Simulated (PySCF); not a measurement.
A series of tetrahedral complexes of Different ions with Cl ligands

All values are computed with PySCF: state-averaged CASSCF of the d shell with SC-NEVPT2, spin-free X2C, triple-zeta basis on the metal and double-zeta on the ligands, mean-field spin-orbit coupling; DFT geometries.

```json
{"complex": "NbCl4", "point group": "D2d", "M–L / Å": "2.26", "L–M–L / °": "107–115", "solvent": "none"}
{"complex": "[TiCl4]-", "point group": "D2d", "M–L / Å": "2.27", "L–M–L / °": "107–111", "solvent": "dichloromethane"}
{"complex": "[FeCl4]2-", "point group": "D2d", "M–L / Å": "2.33", "L–M–L / °": "108–112", "solvent": "water"}
{"complex": "[CoCl4]2-", "point group": "Td", "M–L / Å": "2.29", "L–M–L / °": "109", "solvent": "water"}
{"complex": "[MnCl4]2-", "point group": "Td", "M–L / Å": "2.37", "L–M–L / °": "109", "solvent": "water"}
{"complex": "[FeCl4]-", "point group": "Td", "M–L / Å": "2.21", "L–M–L / °": "109", "solvent": "dichloromethane"}
{"complex": "CrCl4", "point group": "Td", "M–L / Å": "2.09", "L–M–L / °": "109", "solvent": "none"}
```

For NbCl4 the d shell alone is too small an active space: its values show what this model gives and aren't sound predictions.

Q: What are the ground states and moments?

A: 
| complex | shell | ground state (NEVPT2) | total orbital splitting (CASSCF fit) / cm⁻¹ | μeff(300 K) / μB |
| --- | --- | --- | --- | --- |
| NbCl4 | d1 | 2A1 (from 2E) | 13161 | 1.65 |
| [TiCl4]- | d1 | 2B1 (from 2E) | 6243 | 1.76 |
| [FeCl4]2- | d6 | 5A1 (from 5E) | 3043 | 5.27 |
| [CoCl4]2- | d7 | 4A2 | 2537 | 4.68 |
| [MnCl4]2- | d5 | 6A1 | 2647 | 5.92 |
| [FeCl4]- | d5 | 6A1 | 5227 | 5.92 |
| CrCl4 | d2 | 3A2 | 8598 | 2.80 |

In [FeCl4]2- the next state lies within 300 cm⁻¹ of the lowest, inside the method's error, so which of them is lowest is undecided.

In NbCl4, [TiCl4]-, [FeCl4]2- the symmetry is lower than cubic, so the total splitting isn't 10Dq alone: it holds the effect of the lower symmetry too.

In CrCl4 the metal orbitals mix much with the ligands', for which an active space of the metal shell alone is small.
